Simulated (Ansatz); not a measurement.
Coupled-cluster diagnostics for B2F4, Ansatz.

Geometry of the singlet (PBE0-D4/def2-SVP):

```
atom    x (Å)    y (Å)    z (Å)
  B1   0.7046  -0.4303  -0.2461
  B2  -0.7045   0.4304   0.2455
  F3  -1.6875  -0.1637   0.8918
  F4   1.7090  -0.6412   0.5806
  F5  -0.8526   1.7157  -0.0052
  F6   0.8311  -0.9109  -1.4665
```

Correlated methods freeze 6 core orbitals. The structure comes from a short search, and lower isomers may exist.

(1) Estimate the CCSD(T) correlation energy, the shares of MP2 and (T), T1 and the reference's ⟨S²⟩ for: charge 0, singlet, own geometry in def2-TZVPP; and the rough time on 4 threads of Arm Neoverse V1 on a shared host.

Results:

(1) 
| state | basis | correlation (eV) | MP2 share (%) | (T) share (%) | T1 | ⟨S²⟩ (pure) | wall time |
| --- | --- | --- | --- | --- | --- | --- | --- |
| charge 0, singlet, own geometry | def2-TZVPP | -32.917 | 96.5 | 2.9 | 0.014 | 0.00 (0.00) | 59 s |
Customary marks for T1 are 0.02 (closed shells), 0.045 (open shells) and about 0.05 (3d metals). T1 stays under 0.02 throughout.
